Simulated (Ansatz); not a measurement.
Gas-phase electronic energies from Ansatz, PBE0-D4/def2-TZVP geometries. CBS: MP2 limit from def2 TZ/QZ plus the TZ coupled-cluster correction, frozen cores. This one scheme is used for every species. DFT in def2-TZVPP. B3LYP here is the variant with VWN-RPA as its local correlation; programs differ in this. One conformer a species, not always the lowest.

`CO[SiH3]` + `CB(N)O` → `CNB(C)O` + `O[SiH3]`  (substitution at a C–O bond)

`CO[SiH3]`:

```xyz
9

C     1.190   -0.201    0.630
O     0.022    0.582    0.545
Si   -1.165    0.274   -0.546
H     0.958   -1.246    0.864
H     1.814    0.202    1.429
H     1.762   -0.172   -0.305
H    -2.215    1.294   -0.325
H    -1.723   -1.094   -0.353
H    -0.643    0.362   -1.940
```

`CB(N)O`:

Z-matrix (Å, degrees):
```
C
B 1 1.579
H 1 1.095 2 110.9
H 1 1.092 2 113.4 3 120.9
H 1 1.095 2 110.9 3 -118.2
N 2 1.404 1 122.1 3 -120.8
O 2 1.379 1 121.6 3 59.2
H 6 1.005 2 122.2 1 180.0
H 6 1.002 2 123.1 1 -0.0
H 7 0.957 2 112.7 1 0.0
```

`CNB(C)O`:

Z-matrix (Å, degrees):
```
C
N 1 1.440
H 1 1.095 2 112.1
H 1 1.095 2 112.1 3 121.7
H 1 1.092 2 110.7 3 -119.1
B 2 1.411 1 128.9 3 119.4
H 2 1.006 1 114.0 3 -60.7
O 6 1.377 2 122.5 1 -0.1
C 6 1.574 2 120.7 1 179.9
H 8 0.959 6 114.4 2 0.1
H 9 1.094 6 110.5 2 122.7
H 9 1.093 6 113.7 2 1.2
H 9 1.094 6 110.4 2 -120.1
```

`O[SiH3]`:

Cartesian coordinates in Å:
```
O -0.708 -1.052 0.188
Si 0.142 0.357 0.094
H -0.612 -1.681 -0.528
H 1.609 0.112 0.042
H -0.198 1.119 1.317
H -0.233 1.145 -1.113
```

```
             level  ΔE (kJ/mol)  difference from CCSD(T)/CBS
            PBE-D4        -14.1                          0.7
         r2SCAN-D4        -11.9                          2.9
          B3LYP-D4        -10.0                          4.8
           ωB97M-V        -11.6                          3.2
               PBE        -13.4                          1.4
            r2SCAN        -11.5                          3.3
              PBE0        -13.5                          1.3
             B3LYP         -9.2                          5.6
     HF/def2-TZVPP         -4.0                         10.8
    MP2/def2-TZVPP        -16.1                         -1.3
   CCSD/def2-TZVPP        -12.9                          1.9
     HF/def2-QZVPP         -3.7                         11.1
    MP2/def2-QZVPP        -16.5                         -1.7
SCS-MP2/def2-QZVPP        -13.4                          1.4
      HF/CBS(def2)         -3.6                         11.2
    CCSD/CBS(def2)        -13.7                          1.1
       CCSD(T)/CBS        -14.8                            0
```

Largest T1 diagnostic among the species: 0.011.

In def2-TZVPP, CCSD(T) changes the Hartree–Fock value by −10.0 kJ/mol (the triples alone add −1.1 kJ/mol) and MP2 by −12.1 kJ/mol.
